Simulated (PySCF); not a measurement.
**EPR parameters of [C5H9NO]+**

Compound: C₅H₉NO (charge +1 and doublet state).
Structure used (GFN2-xTB), in Å, numbered top down from 1:
```
atom  x, y, z in Å
N1     2.0558   -0.1697   -0.1531
C2     0.6867    0.0320   -0.3521
C3    -0.2211   -1.1561    0.0553
C4    -1.5745   -0.5321    0.3261
C5    -1.3111    0.8943    0.7508
O6    -2.0653    1.7162    1.1444
C7     0.1868    1.1579    0.5948
H8     2.3953   -0.5190    0.7304
H9     2.7387    0.0913   -0.8452
H10    0.5053    0.3184   -1.3911
H11    0.1766   -1.6369    0.9499
H12   -0.2518   -1.8916   -0.7477
H13   -2.1971   -0.4809   -0.5722
H14   -2.1522   -1.0392    1.1005
H15    0.6225    1.0568    1.5944
H16    0.3977    2.1676    0.2397
```

The hyperfine couplings belong to this conformer and change with its torsions.

Identity: `[NH2+][C@H]1CCC(=O)C1` [radical] (charge +1).

The calculation used PySCF 2.14.0, UKS B3LYP, pcH-1 on C H N O, non-relativistic, mean-field spin-orbit, GIAO. One conformer (not necessarily the lowest) at the GFN2-xTB geometry, without solvent, vibrations or thermal averaging. Couplings are sensitive to structure, and on GFN2-xTB geometries they can be far from those on DFT ones, by a factor of two or more for some ions and for spin on atoms past the first row. No stability test was run, so a lower SCF solution isn't excluded.

| Quantity | Value |
| --- | --- |
| g1, g2, g3 | 2.00160, 2.00313, 2.00599 |
| g_iso | 2.00357 |
| Form of g | rhombic: the two nearest values differ by 35 % of g3 − g1 |
| ⟨S²⟩ | 0.7558 (exact 0.7500) |
| HOMO–LUMO gap, α and β orbitals | 6.63, 1.98 eV |
| Total energy | -325.64285 Eh |

Isotropic coupling and dipolar principal values T1 to T3, in MHz; ρ(0) is the spin density at the nucleus:

```tsv
atom	isotope	a_iso	T1	T2	T3	Mulliken spin population	ρ(0) (bohr⁻³)
N1	14N	22.2	-25.3	-25.2	50.5	0.53	0.0688
C2	13C	-21.3	-8.2	-4.6	12.8	-0.01	-0.0190
C3	13C	15.0	-5.2	-4.4	9.6	0.04	0.0133
C4	13C	21.2	-6.0	-5.0	11.0	0.04	0.0188
C5	13C	-31.1	-11.1	-0.1	11.2	-0.02	-0.0276
O6	17O	-18.7	-87.8	40.0	47.8	0.28	0.0308
C7	13C	-12.7	-22.7	-22.2	44.9	0.16	-0.0113
H8	1H	-37.1	-28.4	-7.2	35.6	-0.02	-0.0083
H9	1H	-38.3	-29.7	-6.7	36.4	-0.02	-0.0086
H10	1H	1.5	-4.1	-2.1	6.2	0.00	0.0003
H11	1H	-2.7	-3.2	-1.4	4.7	0.00	-0.0006
H12	1H	29.3	-3.1	-0.3	3.4	0.01	0.0066
H13	1H	2.3	-2.1	-1.1	3.2	0.00	0.0005
H14	1H	8.7	-2.6	-0.6	3.2	0.00	0.0019
H15	1H	-5.8	-10.8	-0.5	11.2	-0.01	-0.0013
H16	1H	-11.0	-10.9	0.5	10.4	-0.01	-0.0025
```

Largest spin populations (Mulliken): N1 (+0.53), O6 (+0.28) and C7 (+0.16). Three atoms exceed +0.15. The angles at N1 add up to 359.8°, so it is planar; its axial dipolar tensor and the negative couplings of its protons fit spin in a p orbital normal to that plane.

N1, the radical centre as drawn in `[NH2+][C@H]1CCC(=O)C1`, holds a spin population of +0.53 out of 1.

Axes: g2 points within 2° of the C5–C7 bond and g3 points within 12° of the N1–H8 bond.

Under fast tumbling the dipolar parts average out, and these isotropic splittings remain (the largest six): 1 × 1H (H9, I = 1/2, 2 lines) with 1.37 mT, 1 × 1H (H8, I = 1/2, 2 lines) with 1.32 mT, 1 × 1H (H12, I = 1/2, 2 lines) with 1.05 mT, 1 × 14N (N1, I = 1, 3 lines) with 0.79 mT, 1 × 1H (H16, I = 1/2, 2 lines) with 0.39 mT and 1 × 1H (H14, I = 1/2, 2 lines) with 0.31 mT.

H8 and H9 aren't averaged: N1 is flat or nearly so (angle sum 360°), and its turn about the short N1–C2 bond (1.40 Å) is taken as slow.

The 13C coupling of C5 (-31.1 MHz) shows only in satellite lines or after enrichment, since that isotope makes up about 1.07 % of natural carbon.

The 17O coupling of O6 (-18.7 MHz) shows only in satellite lines or after enrichment, since that isotope makes up about 0.038 % of natural oxygen.

β density exceeds α density at some nuclei, such as C5 (-0.0276), C2 (-0.0190) and C7 (-0.0113), spin density in bohr⁻³. In a single determinant that takes different orbitals for the two spins, that is spin polarisation.
